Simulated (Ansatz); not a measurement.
Relaxation of Cl2GaH4N (8 atoms, charge 0, multiplicity 1), to a largest force component of 0.03 eV/Å in at most 50 steps.

These are results of RKS CAM-B3LYP-D4/def2-SVP in Ansatz 0.2.0, not measurements.

```xyz
8
Properties=species:S:1:pos:R:3:forces:R:3
Ga 0.050 -0.151 0.163 -0.10 0.09 1.24
N -0.064 -0.126 2.049 0.07 0.27 -1.24
H -0.844 -0.607 2.487 -0.03 -0.01 0.01
H 0.781 -0.223 2.606 -0.02 0.00 -0.01
H 1.327 0.151 -0.646 0.00 0.00 0.00
Cl -1.807 -0.691 -0.760 0.00 0.00 0.00
Cl -0.636 3.103 1.034 0.11 -0.85 0.59
H -0.522 2.070 1.876 -0.03 0.48 -0.60
```

Q: Where does it end, and by what steps?

A: The run converged. After 13 steps the energy has fallen by 1.920 eV; H8 moved furthest, 1.24 Å. Parted: Cl7–H8 (1.34 → 2.88 Å). Joined: Ga1–Cl7 (3.44 → 2.18 Å), N2–H8 (2.25 → 1.02 Å).

| step | energy less start (eV) | largest force component (eV/Å) | accepted |
| --- | --- | --- | --- |
| 0 | 0.0000 | 1.244 | yes |
| 1 | -0.1244 | 0.294 | yes |
| 2 | -0.1541 | 0.546 | yes |
| 3 | -0.1679 | 0.520 | yes |
| 4 | -0.2083 | 0.604 | yes |
| 5 | -0.4122 | 1.750 | yes |
| 6 | -0.9772 | 1.666 | yes |
| 7 | -1.1106 | 7.983 | yes |
| 8 | -1.6591 | 0.987 | yes |
| 9 | -1.8157 | 0.723 | yes |
| 10 | -1.8926 | 0.424 | yes |
| 11 | -1.9072 | 0.226 | yes |
| 12 | -1.9196 | 0.036 | yes |
| 13 | -1.9200 | 0.007 | yes |

```xyz
8
Properties=species:S:1:pos:R:3
Ga -0.070 0.610 0.055
N -0.121 0.193 2.107
H -0.870 -0.486 2.261
H 0.743 -0.167 2.514
H 1.332 0.209 -0.476
Cl -1.792 -0.625 -0.472
Cl -0.567 2.728 0.240
H -0.371 1.065 2.581
```

Whether the end is a true minimum wasn't checked by a vibrational analysis.

Time of the run: 28 s on 4 threads of Arm Neoverse V1, on a shared host, peak memory 0.29 GiB.
